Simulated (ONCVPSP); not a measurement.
## Pseudopotential generation for V (Z = 23): ONCV, PBE, fully relativistic.

V (Z = 23), optimised norm-conserving Vanderbilt (ONCV), made with ONCVPSP 4.0.1 (PBE, fully relativistic). Core [Ne], reference 3s2 3p6 3d3 4s1 (charge +1). Waves: 3s+4s: rc 1.85 bohr, ncon 3, nbas 6, qcut 6.7 1/bohr, 2 projectors; 3p: rc 1.25 bohr, ncon 4, nbas 7, qcut 9.3 1/bohr, 2 projectors, debl 1 Ha; 3d: rc 2.15 bohr, ncon 4, nbas 9, qcut 6.7 1/bohr, 1 projector. Local part: polynomial inside 1.15 bohr (lpopt 5, dvloc0 0 Ha). Core correction: none.

Open shells are filled in proportion to 2j + 1.

In the p channel the program set the typed energies aside and used -1.888, 0.250 Ha (j = l + 1/2; the other j can differ).

- Cutoffs needed: 22 Ha and 26 Ha (the cutoffs (Ha) at which the residual kinetic energy of the hardest occupied pseudo-wave falls to 1 and 0.1 mHa per electron)
- Ghost test: no bound ghost flagged; no localised positive-energy state flagged
- Largest excitation error: -637 meV (all-electron minus pseudo) for 3s1 3p6 3d3 4s2, out of 4 test configurations
